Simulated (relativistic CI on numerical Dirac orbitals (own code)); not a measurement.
# K IV: what numerical and physical settings do to a radial Dirac CI calculation

Reference input:

```
atom K  Z=19  charge=3  electrons=16
nucleus A=39  rms_radius_fm=3.4349
hamiltonian dirac-coulomb  breit=on  qed=on  c_scale=1
orbitals kli  potential=per-configuration
slater_scale 1
correlation none
mixing on
grid step=0.0125 r_max=25.7
scf mixing=0.4 start=green max_iterations=150 tolerance=2e-08 node_fill=0.05
configurations
  [Ne] 3s2 3p4
  [Ne] 3s 3p5
  [Ne] 3s2 3p3 3d
  [Ne] 3p6
  [Ne] 3s2 3p2 3d2
end
```

Computed lowest total energy -598.40454 Ha, first excitation 1663.5 cm⁻¹, 50 SCF steps. Runs with settings changed; * marks those that are bad on purpose:

```tsv
Changed	Outcome	Lowest level	ΔE (Ha)	First excitation (cm⁻¹)	SCF steps	Message
node fill of the KLI weights 0, SCF mixing 0.2, grid step 0.04	converged	3s2.3p4 3P_2	0.000693	1656.6	56	
Breit term off	converged	3s2.3p4 3P_2	-0.159	1721.2	50	
SCF tolerance 1e-10	converged	3s2.3p4 3P_2	2.78e-10	1663.5	58	
configuration list: overfill *	refused				0	configuration [Ne] 3p7: a shell holds more than 4l+2 electrons
iteration limit 1 *	not converged				1	SCF of 1s2 2s2 2p6 3s2 3p4 did not converge
```

With so few configurations and no correlation, terms lie too far apart (by 10 to 50 % near neutrality), their order can be wrong, and levels of other configurations are missing.
